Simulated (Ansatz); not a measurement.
`C[N]([SiH3])[AlH][F]` + `NC(O)(O)F` → `COC(N)(O)F` + `[F][AlH][NH][SiH3]`  (substitution at a C–N bond)

Computed with Ansatz on PBE0-D4/def2-TZVP structures; ΔE is electronic, products minus reactants. CCSD(T)/CBS adds triple-zeta CCSD(T) − MP2 to the extrapolated MP2 energy (def2 sets, frozen cores). DFT in def2-TZVPP. Each species was taken in one conformer, which may not be the lowest.

`C[N]([SiH3])[AlH][F]`:

Cartesian coordinates in Å:
```
C 1.178 0.818 0.318
N 0.049 -0.084 0.089
Si -1.105 0.447 -1.085
Al -0.037 -1.598 1.008
F -1.306 -2.620 0.764
H 1.864 0.412 1.068
H 0.845 1.798 0.680
H 1.758 0.980 -0.598
H -2.167 -0.583 -1.196
H -0.453 0.650 -2.411
H -1.703 1.753 -0.687
H 1.078 -1.974 2.048
```

`NC(O)(O)F`:

Z-matrix (Å, degrees):
```
C
O 1 1.369
O 1 1.372 2 108.4
N 1 1.416 2 113.1 3 -124.6
F 1 1.384 2 108.5 3 117.9
H 2 0.964 1 108.0 3 -45.8
H 3 0.963 1 107.1 2 -175.2
H 4 1.012 1 109.5 2 53.6
H 4 1.012 1 110.1 2 -66.4
```

`COC(N)(O)F`:

```xyz
12

C    -1.148   -0.314    1.177
O    -0.302   -0.877    0.188
C     0.635   -0.029   -0.347
N     0.066    1.097   -0.992
O     1.424   -0.769   -1.186
F     1.422    0.474    0.677
H    -1.919   -1.057    1.373
H    -1.603    0.610    0.815
H    -0.592   -0.111    2.095
H     0.782    1.785   -1.180
H    -0.355    0.807   -1.865
H     1.592   -1.616   -0.756
```

`[F][AlH][NH][SiH3]`:

```xyz
9

F     1.591    2.241   -1.583
Al    0.589    0.953   -1.339
N     0.364    0.409    0.332
Si   -0.601   -0.901    0.911
H    -0.114    0.270   -2.561
H     0.864    0.923    1.046
H     0.211   -1.927    1.620
H    -1.242   -1.524   -0.277
H    -1.662   -0.444    1.851
```

| level | ΔE (eV) |
| --- | --- |
| r2SCAN-D4 | -0.02 |
| HF/def2-TZVPP | -0.11 |
| MP2/def2-TZVPP | 0.02 |
| SCS-MP2/def2-QZVPP | -0.01 |

(1) What does CCSD(T)/CBS give? (An estimate is asked.)

Largest T1 diagnostic among the species: 0.012.

Results:

(1) Ansatz gave: -0.02 eV. The listed levels differ from it by 0.00, -0.09, 0.04, 0.01 eV.

The D4 term adds +0.04 eV with B3LYP and +0.02 eV with PBE0; it sums over pairs of atoms, weighted by their polarisabilities, and B3LYP, whose exchange is more repulsive, gets the larger term. In def2-TZVPP, CCSD(T) changes the Hartree–Fock value by +0.10 eV (the triples alone add +0.01 eV) and MP2 by +0.13 eV.

B3LYP here is the variant with VWN-RPA as its local correlation; programs differ in this.
